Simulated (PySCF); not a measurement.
# Computed records: CH4BGeN, BGeH5NSi

Computed with PySCF 2.14.0. Calculation on a computer-drawn molecule: optimised geometry and harmonic frequencies of an isolated molecule of the commonest isotopes, restricted reference for singlets and unrestricted otherwise, frozen core in MP2; on germanium a core potential holds 10 electrons, which the energies leave out, and 3d is frozen in MP2 and coupled-cluster steps.

Common to all runs: charge 0; method HF; basis and core potential on germanium cc-pVDZ-PP ECP10MDF.

(1) CH4BGeN

Start structure:
```xyz
8
CH4BGeN
B     -1.5807     0.1753     1.6070
C     -1.3167     0.0316     0.1907
N     -0.1601     0.0348    -0.5511
Ge     1.4956     0.3644     0.0176
H     -1.9324     0.3975     2.6670
H     -2.2315    -0.1518    -0.2944
H     -0.3403    -0.1803    -1.4942
H      2.1181     0.1726    -1.4500
```

```
multiplicity : 1
basis        : cc-pVDZ
total energy : ?
```

Drawn bonds:
```
atom  other atom  order
   1           2      2
   2           3      1
   3           4      1
   1           5      1
   2           6      1
   3           7      1
   4           8      1
```

(2) BGeH5NSi

Start structure:
```xyz
9
BGeH5NSi
B     -1.5520    -0.2170    -2.0084
N     -1.8460     0.4334    -0.9713
Si    -2.1332     1.2967     0.4585
Ge    -0.3064     2.7393     0.9160
H     -1.3789    -0.8088    -2.9426
H     -3.3682     2.1165     0.2591
H     -2.4297     0.3407     1.5526
H      0.7815     1.8997     1.5727
H     -0.7158     3.4787     2.2133
```

```
multiplicity         : 2
basis                : cc-pV(D+d)Z
total energy         : ?
spin squared         : ?
rotational constants : ?
```

Drawn bonds:
```
atom  other atom  order
   1           2      2
   2           3      1
   3           4      1
   1           5      1
   3           6      1
   3           7      1
   4           8      1
   4           9      1
```

(3) BGeH5NSi

Start structure:
```xyz
9
BGeH5NSi
B     -1.7855    -2.9614     0.9249
N     -1.0098    -2.2642     0.2961
Si     0.0786    -1.2913    -0.5216
Ge    -0.4860     1.0146    -0.4142
H     -2.5157    -3.6368     1.6105
H      0.2321    -1.8082    -1.9080
H      0.4283     1.8637    -1.3289
H     -0.2955     1.6085     0.8901
H     -1.8780     1.4570    -0.8779
```

```
multiplicity         : 2
basis                : cc-pV(D+d)Z
rotational constants : ?
spin squared         : ?
```

Drawn bonds:
```
atom  other atom  order
   1           2      2
   2           3      1
   3           4      1
   1           5      1
   3           6      1
   4           7      1
   4           8      1
   4           9      1
```

## Withheld values
1. CH4BGeN (entry 1): total energy?
2. What total energy does the calculation give for BGeH5NSi (entry 2)?
3. BGeH5NSi (entry 2): spin squared?
4. What rotational constants does the calculation give for BGeH5NSi (entry 2)?
5. Give the table of modes values for BGeH5NSi (entry 2).
6. Estimate the rotational constants of BGeH5NSi (entry 3).
7. BGeH5NSi (entry 3): spin squared?

Calculated values
1. -412.6190 hartree
2. -664.3773 hartree
3. 0.7573
4. 8.908, 1.528, 1.334 GHz
5. 
Modes:
```
frequency (cm⁻¹)  reduced mass (dalton)
           88.94                  1.944
           106.3                  1.525
           182.7                  3.027
           234.5                  5.318
           361.1                  4.195
           423.6                  1.114
           517.1                   1.18
             615                  1.234
           739.2                    7.6
           798.1                  1.091
             826                  1.348
           830.3                  1.358
           899.4                  1.081
           942.7                  1.092
            1035                  1.052
            1981                  5.153
            2181                  1.017
            2187                  1.024
            2299                  1.047
            2311                  1.034
            2991                  1.196
```
6. 9.721, 1.479, 1.313 GHz
7. 0.7596

Further results for CH4BGeN (entry 1):

```
rotational constants                          : 16, 2.478, 2.167 GHz
convergence status largest gradient component : 9.528e-06 hartree/bohr
```

Optimised structure:
```xyz
8
CH4BGeN
B     -1.5890     0.1362     1.5826
C     -1.3619     0.0899     0.2081
N     -0.1724    -0.0164    -0.5445
Ge     1.4556     0.6770    -0.1022
H     -1.8756     0.2006     2.7204
H     -2.2807     0.1917    -0.3745
H     -0.2949    -0.5134    -1.4063
H      2.1707     0.0786    -1.3909
```

Modes:
```
frequency (cm⁻¹)  reduced mass (dalton)
           93.45                  1.797
           150.5                  3.515
           336.9                  1.734
           410.1                  1.875
           620.1                  1.285
           643.1                  2.624
           672.8                  1.205
           770.5                  1.496
           837.3                  1.461
           889.2                  1.531
            1119                  3.357
            1257                  1.138
            1477                  1.525
            1688                  3.647
            1968                  1.021
            2943                  1.133
            3233                  1.083
            3804                  1.077
```

Further results for BGeH5NSi (entry 2):

```
convergence status largest gradient component : 2.59e-05 hartree/bohr
```

Optimised structure:
```xyz
9
BGeH5NSi
B     -1.5406    -0.2226    -1.9792
N     -1.8456     0.4055    -0.9520
Si    -2.2361     1.2781     0.4651
Ge    -0.3827     2.6727     1.0815
H     -1.2564    -0.8167    -2.9485
H     -3.4069     2.1513     0.2289
H     -2.5759     0.3349     1.5548
H      0.9367     1.9128     1.2914
H     -0.6413     3.5633     2.3080
```

Further results for BGeH5NSi (entry 3):

```
total energy                                  : -664.3633 hartree
convergence status largest gradient component : 1.735e-05 hartree/bohr
```

Optimised structure:
```xyz
9
BGeH5NSi
B     -1.7694    -2.9397     1.0019
N     -1.0271    -2.2381     0.2917
Si     0.0859    -1.2845    -0.5886
Ge    -0.4623     1.0520    -0.4533
H     -2.4719    -3.6019     1.6661
H      0.1396    -1.7488    -1.9979
H      0.5553     1.8770    -1.2527
H     -0.4169     1.5149     1.0084
H     -1.8646     1.3511    -1.0047
```

Modes:
```
frequency (cm⁻¹)  reduced mass (dalton)
           87.63                  1.196
           91.38                   3.23
             198                  3.548
           232.3                  5.024
           358.9                  5.583
             422                  1.049
           523.5                  1.249
           648.6                  1.206
           738.3                  7.183
           813.4                  1.352
           825.9                  1.324
           840.3                  1.133
           898.2                  1.076
           962.2                  1.019
           966.5                  1.021
            1962                  5.248
            2191                  1.022
            2204                  1.023
            2215                  1.014
            2274                  1.042
            2989                  1.192
```
